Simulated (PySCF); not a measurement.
AlH₄NO₂, SMILES [NH2][Al]([OH])[OH]. Atoms are numbered in the order given.

```xyz
8

Al    -0.0024     0.0202     0.0000
O     -1.4142     0.9748     0.0000
H     -2.3228     0.6660     0.0000
O      1.5107     0.7999     0.0000
H      1.6114     1.7553     0.0000
N     -0.0070    -1.7466     0.0000
H      0.8404    -2.3054     0.0000
H     -0.8221    -2.3494     0.0000
```

Geometry optimised at B3LYP-D3(BJ)/def2-SVP. One conformer was computed; it need not be the lowest.

All values below come from PBE0/pcSseg-1 (PySCF).

GIAO shieldings, no solvent; atoms listed in one row are averaged. δ = σ(ref) − σ: ¹⁷O against H2O (σ = 334.2 ppm); ¹H against TMS (σ = 31.56 ppm); ¹⁵N against NH3 (σ = 267.4 ppm), references at their B3LYP-D3(BJ)/def2-TZVP geometries, non-relativistic.

```tsv
nucleus	atoms	count	δ (ppm)
¹⁷O	O2	1	6.2
¹⁷O	O4	1	0.7
¹H	H3, H5	2	1.35
¹H	H7	1	0.34
¹H	H8	1	0.01
¹⁵N	N6	1	-1.8
```
